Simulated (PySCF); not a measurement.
State search for CSe

Unrestricted PBE0; basis C x2c-TZVPPall, Se x2c-TZVPPall; spin-free X2C with a Gaussian nucleus; PySCF 2.14. Outer shells of the fragments: C 2s2 2p2; Se 3d10 4s2 4p4.

Followed along the bond (rough minima from three points):

```tsv
2Ms+1	unpaired	⟨S²⟩ at the start	R at minimum (Å)	Te (eV)
1	none	0.00	1.67	0.00
3	σ ↑, π ↑	2.11	1.71	2.76
5	σ ↑, π ↑↑↑	6.01	none in the scan	≤ 4.77
```

Solutions found at the starting distance of 1.825 Å, counted from the lowest of them; the search is not exhaustive and high or unbound solutions are not listed, so other states can lie among these:

```csv
2Ms+1,unpaired,term,E (eV),⟨S²⟩,⟨Lz²⟩,μ (D)
1,none,¹Σ⁺,0.00,0.00,0.00,1.56
3,"σ ↑, π ↑",³Π,2.52,2.11,1.01,0.33
3,π ↑↑,mixed,2.62,2.01,2.01,2.22
1,"σ ↑, π ↓",mixed,3.05,1.02,1.03,0.68
3,π ↑↑,mixed,3.15,2.01,2.01,1.93
1,π ↑↓,mixed,3.26,1.01,2.01,1.83
5,"σ ↑, π ↑↑↑",⁵Π,4.41,6.01,1.01,0.86
3,"σ ↑, π ↑↑↓",mixed,5.47,3.01,3.02,1.36
1,"σ ↑, π ↑↓↓",mixed,5.63,2.02,3.02,1.29
5,π ↑↑↑↑,⁵Σ⁺,5.79,6.02,0.00,4.14
```

A term symbol is given only where ⟨S²⟩ and ⟨Lz²⟩ are close to those of a pure state; real π, δ and φ orbitals otherwise mix terms. A positive dipole means C(−)Se(+).

Q: Compare the gap between the two lowest followed solutions at the starting distance with the gap between their minima.

A: At PBE0 the second solution (triplet, unpaired electrons σ ↑, π ↑) lies +2.52 eV from the first (singlet, closed shell) at 1.825 Å and +2.76 eV at the minima; the two curves relax by different amounts, since their minima lie near 1.71 and 1.67 Å.

Counting both spins, an empty level lies below a filled one in some of these solutions, because spin and occupation are held.
